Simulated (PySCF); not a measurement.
1-bromo-2,2-dichloro-1-fluoroethene (C2BrCl2F), SMILES FC(Br)=C(Cl)Cl. Atoms are numbered in the order given.

```xyz
6

F      1.9580    -0.0705     0.0000
C      0.6444    -0.1221     0.0000
Br    -0.0532    -1.8450     0.0000
C     -0.0933     1.0011     0.0000
Cl     0.6805     2.5318     0.0000
Cl    -1.8021     0.9939     0.0000
```

Geometry optimised at PBE0-D3(BJ)/def2-SVP.

Calculation: PBE/def2-TZVP (PySCF).

Computed frontier levels, gap, dipole moment and polarisability:
```json
{
  "highest_occupied_level": "-6.06 eV",
  "lowest_empty_level": "-1.72 eV",
  "orbital_gap": "4.33 eV",
  "dipole_moment": "0.49 D",
  "quadrupole, principal values (traceless, Buckingham form, about the centre of nuclear charge)": "-1.45, -1.38, 2.82 D·Å",
  "mean_static_polarisability": "70.3 bohr³ (10.41 Å³)",
  "polarisability_principal_values": "42.5, 70.5, 97.8 bohr³"
}
```
